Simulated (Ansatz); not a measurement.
# A geometry optimisation of CH6BFSn with BLYP-D3(BJ)/def2-SVP

The starting geometry of this gas-phase singlet is a saddle point at BLYP-D3(BJ)/def2-SVP, pushed by 0.25 Å along its imaginary mode; its bonds are those of `[BH3-][Sn+]([CH3])[F]`.

```xyz
10

C     1.0109   -2.1179   -1.6464
B     0.9552    2.0015   -2.8092
F     0.4533    0.1642    0.4290
Sn    0.8990    0.0906   -1.4979
H     0.8921    2.8962   -1.9725
H     2.0061    1.7997   -3.4211
H    -0.1012    1.7343   -3.4404
H     1.8657   -2.4460   -1.0195
H     1.1474   -2.4435   -2.6944
H     0.0753   -2.5440   -1.2237
```

Predict what it relaxes into with BLYP-D3(BJ)/def2-SVP.

It keeps its bonds, and is `[BH3-][Sn+]([CH3])[F]`.

The energy falls by 0.02 eV over 17 steps:

| step | E − E(last) (eV) |
| --- | --- |
| 1 | 0.019 |
| 3 | 0.006 |
| 5 | 0.006 |
| 6 | 0.005 |
| 8 | 0.004 |
| 10 | 0.001 |
| 12 | 0.000 |
| 13 | 0.000 |
| 15 | 0.000 |
| 17 | 0.000 |

Final geometry (Å):

```xyz
10

C     1.0416   -2.1011   -1.6473
B     1.0102    1.9895   -2.7781
F     0.1414    0.1777    0.3175
Sn    1.0246    0.1024   -1.4589
H     1.0396    2.9389   -2.0234
H     1.9042    1.7952   -3.5804
H    -0.1166    1.6183   -3.1465
H     1.9117   -2.4782   -1.0724
H     1.1359   -2.4072   -2.7065
H     0.1113   -2.5004   -1.2000
```

Frequencies at the end are all real (lowest 51 cm⁻¹). Atoms past krypton carry core potentials, without spin–orbit terms. Run with Ansatz 0.2.0, 13 s on 2 threads of Intel(R) Xeon(R) 6975P-C (Granite Rapids) (shared host).
